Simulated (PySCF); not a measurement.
Mapped SMILES: `[CH3:1][c:2]1[cH:3][cH:4][cH:5][c:6]([CH3:7])[c:8]1[NH2:9]`. Hydrogens are named by the atom that carries them.

GIAO PBE0/pcSseg-1 shifts (PySCF 2.14, gas phase, non-relativistic, equivalent atoms averaged), each against references optimised in the same way as the molecule (TMS, NH3).

On the GFN2-xTB geometry: C8 148.1, C3/C5 134.3, C2/C6 123.4, C4 122.4, C1/C7 20.2, N9 71.3, H(C3)/H(C5) 7.27, H(C4) 6.86, H(N9) 3.34, H(C1)/H(C7) 2.23 ppm.

Q: What changes on the PBE0-D3(BJ)/def2-SVP geometry?

A: 
```tsv
atoms	δ (ppm)	change
C8	147.7	-0.4
C3/C5	133.9	-0.4
C2/C6	122.0	-1.4
C4	121.5	-0.9
C1/C7	19.2	-1.0
N9	71.4	+0.1
H(C3)/H(C5)	7.06	-0.21
H(C4)	6.70	-0.16
H(N9)	3.07	-0.27
H(C1)/H(C7)	2.10	-0.13
```

Bonds between heavy atoms that differ most (equivalent bonds averaged): C2–C3 1.385 → 1.395 Å, C3–C4 1.383 → 1.392 Å, C6–C8 1.402 → 1.412 Å, C1–C2 1.503 → 1.500 Å, C8–N9 1.388 → 1.385 Å. Mean change of bonds to hydrogen: C–H +0.013 Å, N–H +0.004 Å.
